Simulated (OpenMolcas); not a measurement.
# Co3+ in a point-charge field

Co3+ among 4 point charges of -3 e arranged as a tetrahedron (Td), 2.25 Å from the ion.
```
   1.2990    1.2990    1.2990  -3.00
   1.2990   -1.2990   -1.2990  -3.00
  -1.2990    1.2990   -1.2990  -3.00
  -1.2990   -1.2990    1.2990  -3.00
```

```
Program             : OpenMolcas
Method              : CASSCF
Basis               : ANO-RCC-VDZP [5s4p2d1f]
Scalar Hamiltonian  : DKH2, point nucleus
Active space        : 6 electrons in 5 orbitals (3d)
State averaging     : 2S+1 = 5 even, 5 roots; 2S+1 = 3 even, 45 roots; 2S+1 = 1 even, 50 roots
Spin-orbit coupling : state interaction with AMFI integrals over the reference wave functions
```

The lowest spin-free states (labels of Td), above the lowest:

| State | Degeneracy | E (cm-1) | Free-ion L (%) |
| --- | --- | --- | --- |
| 5E | 2 | 0.0 | D (100) |
| 5T2 | 3 | 1186 | D (100) |
| 3T1 | 3 | 25464 | H (96) |
| 3E | 2 | 25743 | H (100) |
| 3T2 | 3 | 26413 | H (98) |
| 3T1 | 3 | 26653 | H (96) |
| 3T1 | 3 | 28872 | P (78) |
| 3A2 | 1 | 29629 | F (100) |
| 3T2 | 3 | 29960 | F (97) |
| 3T1 | 3 | 30614 | F (81) |
| 3A1 | 1 | 32317 | G (100) |
| 3T1 | 3 | 32723 | G (97) |
| 3E | 2 | 32820 | G (99) |
| 3T2 | 3 | 33516 | G (99) |
| 1E | 2 | 38080 | I (97) |
| 1T2 | 3 | 38170 | I (96) |
| 1A2 | 1 | 38485 | I (100) |
| 1T2 | 3 | 39193 | I (91) |
| 1T1 | 3 | 39234 | I (89) |
| 1A1 | 1 | 39247 | I (84) |

The lowest levels with spin-orbit coupling:

```
E (cm-1)  Degeneracy  Label  2S+1
     0.0           1     A1     5
    47.0           3     T1     5
    93.5           2      E     5
   195.2           3     T2     5
   350.1           1     A2     5
    1150           3     T2     5
    1454           3     T1     5
    1596           2      E     5
    1880           3     T2     5
    2019           3     T1     5
    2130           1     A1     5
   25509           1     A1     3
   25594           3     T1     3
   25711           3     T2     3
   25875           2      E     3
   26058           3     T1     3
   26133           3     T2     3
   26438           1     A2     3
   26527           3     T2     3
   26588           2      E     3
```

Powder χT (cm3 K/mol): 0.301 at 2 K, 1.5 at 10 K, 4.14 at 50 K, 4.54 at 100 K, 4.66 at 200 K, 4.69 at 300 K. The effective moment at 300 K is 2.828 √(χT) = 6.12 μB.

The lowest level has 2S+1 = 5, for which the spin-only value is χT = S(S+1) / 2 = 3.000 cm3 K/mol (g = 2). The computed 4.687 at 300 K differs by +1.687, through orbital momentum, spin-orbit coupling and any other state in reach.

An orbital doublet at a regular site is open to a Jahn-Teller distortion, which this geometry leaves out. Without dynamic correlation the repulsion within the d shell is too large (B by tens of per cent), so at a given field states of lower spin stand too high. The ground term spreads over less than 5000 cm-1, several times less than with real ligands, so orbital moments are less quenched and χT lies further from the spin-only value than at real sites. Point charges carry no covalency, so the field is a model and not that of real ligands. No measured value stands beside these numbers.
